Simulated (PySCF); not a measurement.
# Radial density of Fe⁺ (iron, charge +1)

UHF, [Ar] 3d5 4s2, high-spin 6S determinant (an excited configuration). Computed with PySCF 2.14 in def2-QZVPPD (11s6p5d4f2g, 100 functions), with the non-relativistic Hamiltonian (point nucleus).

| r (bohr) | 4πr²ρ (e/bohr) | 4πr²(ρα − ρβ) |
| --- | --- | --- |
| 0.00104 | 0.1528 | 0.0000 |
| 0.00175 | 0.4167 | 0.0000 |
| 0.00294 | 1.108 | 0.0000 |
| 0.00494 | 2.825 | -0.0001 |
| 0.00831 | 6.712 | -0.0001 |
| 0.0140 | 14.16 | -0.0003 |
| 0.0235 | 24.56 | -0.0002 |
| 0.0395 | 31.14 | 0.0013 |
| 0.0665 | 26.78 | 0.0098 |
| 0.112 | 25.96 | 0.0586 |
| 0.188 | 34.88 | 0.3715 |
| 0.316 | 19.98 | 1.7683 |
| 0.532 | 14.23 | 4.4417 |
| 0.895 | 13.75 | 4.4644 |
| 1.51 | 3.333 | 1.5617 |
| 2.53 | 1.041 | 0.1443 |
| 4.26 | 0.1977 | -0.0229 |
| 7.17 | 0.003095 | -0.0008 |

Problem. Where is the radial spin density 4πr²(ρα − ρβ) most negative, and why is it negative at all?

Solution. Around r = 4.26 bohr, down to -0.0229 e/bohr: exchange with the open shell polarises the paired shells in an unrestricted calculation.
